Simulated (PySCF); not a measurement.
Lu (lutetium, neutral) across methods

[Xe] 4f14 5d2 6s1, high-spin 4F determinant (an excited configuration). Computed with PySCF 2.14 in x2c-TZVPPall (11s7p7d2f2g, 99 functions), with the spin-free X2C one-electron Hamiltonian (Gaussian nucleus).

```csv
method,E (hartree),mean ε 4f β (eV),mean ε 6s α (eV),mean ε 5d α (eV),Σ⟨r²⟩ (bohr²),⟨S²⟩
BLYP,-14564.31,-8.001,-4.593,-1.733,73.80,3.751
B3LYP,-14563.68,-10.750,-5.148,-2.445,72.94,3.751
r2SCANh,-14563.40,-9.287,-4.990,-2.342,71.86,3.753
LDA,-14553.79,-8.429,-4.960,-1.921,72.94,3.751
PBE,-14563.40,-8.163,-4.781,-1.940,73.47,3.751
r2SCAN,-14563.50,-7.961,-4.781,-2.064,72.00,3.753
UHF,-14558.28138,-20.802,-6.497,-4.559,73.34,3.755
PBE0,-14563.15,-11.390,-5.285,-2.664,72.62,3.752
```

Spin-orbit coupling, absent here, splits the open shell strongly.
